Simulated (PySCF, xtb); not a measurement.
Si(H)2(OMe)(SMe) (C₂H₈OSSi), SMILES O([SiH2]SC)C. The values are those of a single conformer.

Harmonic wavenumbers (cm⁻¹) from xtb with GFN2-xTB at its own minimum, in rising order: 51, 69, 108, 116, 153, 183, 295, 509, 521, 594, 723, 731, 767, 807, 949, 961, 1130, 1139, 1170, 1323, 1415, 1455, 1460, 1478, 1481, 2248, 2369, 2960, 2973, 2995, 3034, 3037, 3063.

**Question.** What does PBE-D3(BJ)/def2-SVP in PySCF give at its own minimum? (An estimate is asked for; the answer gives what the named calculation found.)

**Answer.** 49, 75, 93, 138, 176, 207, 293, 483, 578, 692, 739, 750, 852, 877, 930, 941, 1115, 1133, 1168, 1283, 1396, 1406, 1416, 1422, 1427, 2125, 2221, 2909, 2980, 2981, 3041, 3087, 3097. Paired by order, the mean absolute difference is 37 cm⁻¹ and the zero-point energies are 60.4 and 60.2 kcal/mol.
